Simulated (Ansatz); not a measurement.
```yaml
atoms:
  - { symbol: Mn, position_ang: [0.0000, 0.0000, 0.0000] }
  - { symbol: Cr, position_ang: [0.0000, 0.0000, 3.6000] }
  - { symbol: H, position_ang: [0.0000, 1.8000, 5.4000] }
```

Basis set: pcseg-2. Charge 0. Computed with Ansatz (development build ahead of 0.2.0); the lowest solution found for each multiplicity.

How do the multiplicities compare at this shape? Give, from the lowest of each method, PBE0 (unrestricted) for 1, 3.

```
            method  multiplicity  E (eV)  <S²>
PBE0, unrestricted             1   0.000  5.32
PBE0, unrestricted             3   1.145  6.98
```

Caution: other spin multiplicities may lie lower. Caution for PBE0, unrestricted: the unrestricted determinant is a mixture of spin states.
